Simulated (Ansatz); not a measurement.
Relaxation of AlClFH₅OSi (10 atoms, charge 0, multiplicity 1), to a largest force component of 0.03 eV/Å in at most 50 steps.

All numbers below come from Ansatz 0.2.0, RKS PBE0-D4/6-31G*.

```xyz
10
Properties=species:S:1:pos:R:3:forces:R:3
Al -0.041 0.509 -0.508 0.02 0.28 0.32
Cl 0.164 0.022 2.877 -0.03 1.08 -0.57
O 1.493 -0.096 -0.884 -0.01 -0.15 -0.06
Si 2.379 -1.418 -1.327 -0.01 0.10 0.04
H 1.507 -2.472 -1.927 0.01 0.02 0.01
H 3.404 -1.022 -2.328 -0.01 0.01 -0.02
H 3.065 -1.996 -0.139 -0.01 0.00 0.00
H -1.396 -0.120 -0.994 0.00 0.00 -0.01
F -0.091 1.940 0.366 0.04 -0.32 -0.10
H 0.149 1.247 2.353 0.00 -1.03 0.38
```

Problem. Where does it end, and by what steps?

Solution. The forces met the threshold. The force dipped under the threshold on the way, but the program's further checks kept it going. After 26 steps the energy has fallen by 0.165 eV; O3 moved furthest, 0.70 Å. Joined: Al1–Cl2 (3.43 → 2.63 Å).

```tsv
step	energy less start (eV)	largest force component (eV/Å)	accepted
0	0.0000	1.080	yes
1	-0.0584	0.574	yes
2	-0.1144	0.194	yes
3	-0.1398	0.189	yes
4	-0.1435	0.173	yes
5	-0.1474	0.112	yes
6	-0.1490	0.100	yes
7	-0.1497	0.082	yes
8	-0.1547	0.062	yes
9	-0.1557	0.067	yes
10	-0.1561	0.116	yes
11	-0.1570	0.073	yes
12	-0.1590	0.014	yes
13	-0.1610	0.126	yes
14	-0.1610	0.088	yes
15	-0.1615	0.060	yes
16	-0.1538	0.310	no
17	-0.1623	0.041	yes
18	-0.1633	0.006	yes
19	-0.1631	0.121	no
20	-0.1638	0.040	yes
21	-0.1637	0.054	no
22	-0.1641	0.049	yes
23	-0.1642	0.067	yes
24	-0.1644	0.063	yes
25	-0.1645	0.086	yes
26	-0.1650	0.015	yes
```

```xyz
10
Properties=species:S:1:pos:R:3
Al -0.159 0.454 -0.285
Cl 0.013 -0.060 2.289
O 1.004 -0.593 -0.932
Si 2.358 -1.443 -1.280
H 2.007 -2.696 -2.007
H 3.282 -0.645 -2.136
H 3.085 -1.816 -0.031
H -1.695 0.257 -0.560
F 0.359 1.958 0.247
H 0.378 1.178 2.185
```

Whether the end is a true minimum wasn't checked by a vibrational analysis.

Time of the run: 2.7 min on 2 threads of Arm Neoverse N1 (shared host), peak memory 0.21 GiB.
